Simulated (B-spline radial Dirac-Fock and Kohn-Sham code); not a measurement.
# Cl 3p3/2: cross section and angular parameters

System: atomic chlorine, configuration [Ne] 3s2 3p5; threshold 11.72 eV (orbital energy of the model). Model: Dirac-Hartree-Slater photoionisation with a Latter tail; cross sections with all multipoles, angular parameters from the dipole term and its interference with E2. Program: a radial B-spline solver.

For linearly polarised light dσ/dΩ = σ/(4π) [1 + β P₂(cos θ) + (δ + γ cos²θ) sin θ cos φ], with θ from the polarisation vector and φ the angle between the beam and the projection of the electron momentum on the plane normal to the polarisation.

```
hν (eV)    σ (kb)      β       γ       δ
     69       613  1.055   0.012  -0.008
   83.7       576  1.279  -0.012  -0.004
     89       553  1.331  -0.016  -0.003
     99       503  1.407  -0.021  -0.002
   99.3       501  1.409  -0.021  -0.001
    105       473  1.441  -0.022  -0.001
    192       193  1.613   0.015   0.005
    200       179  1.617   0.021   0.005
    294      83.0  1.617   0.085   0.008
    400      41.7  1.581   0.155   0.010
    600      15.6  1.492   0.268   0.016
    627      13.9  1.480   0.281   0.017
    800      7.34  1.406   0.357   0.023
 1253.6      2.08  1.241   0.509   0.038
   2100     0.433  1.015   0.685   0.070
   2160     0.396  1.002   0.694   0.072
   2190     0.379  0.995   0.698   0.073
   2420     0.275  0.949   0.729   0.082
   2480     0.254  0.938   0.736   0.084
   2730     0.186  0.893   0.764   0.093
   3400    0.0902  0.791   0.825   0.117
   3570         ?      ?       ?       ?
   4000    0.0522  0.718   0.870   0.137
 5414.7    0.0184  0.587   0.955   0.180
   5920    0.0134  0.550   0.980   0.195
   6600   0.00912  0.506   1.009   0.214
   8560   0.00355  0.406   1.071   0.265
  11900   0.00105  0.298   1.146   0.340
  13600  0.000636  0.258   1.180   0.373
  15000  0.000439  0.230   1.207   0.399
```

Question: Give the values at 3570 eV.

Answer: σ = 0.0766 kb, β = 0.769, γ = 0.839, δ = 0.123.

Values without a named source are computed, but for edge energies of neutral atoms, which are taken from tables.
